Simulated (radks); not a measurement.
Values are calculated unless marked as measured or tabulated.
Question: Ionisation of the magnesium ion Mg+, [Ne] 3s1, to Mg2+, [Ne], under several functionals. Dirac Kohn-Sham, spin-unpolarised, spherical densities, finite nucleus; a radial shooting solver on a logarithmic mesh with Libxc functionals. The NIST Atomic Spectra Database gives 15.035 eV (measured). Rank these functionals by the error of their Delta-SCF ionisation energy: BP86; BLYP; exchange-only PBE; PW91; LDA (Slater exchange, Perdew-Wang correlation); exchange-only LDA.

Answer: From best to worst: LDA (Slater exchange, Perdew-Wang correlation) 15.043 eV (+0.008); PW91 15.070 eV (+0.034); BP86 14.913 eV (-0.122); BLYP 15.215 eV (+0.180); exchange-only PBE 14.696 eV (-0.339); exchange-only LDA 14.103 eV (-0.932). Spin polarisation and multiplet splitting are left out, so open shells lie too high by an amount that depends on their filling.

Beside tabulated values, note that spin-unpolarised runs miss the spin-polarisation part of the exchange energy of open shells.
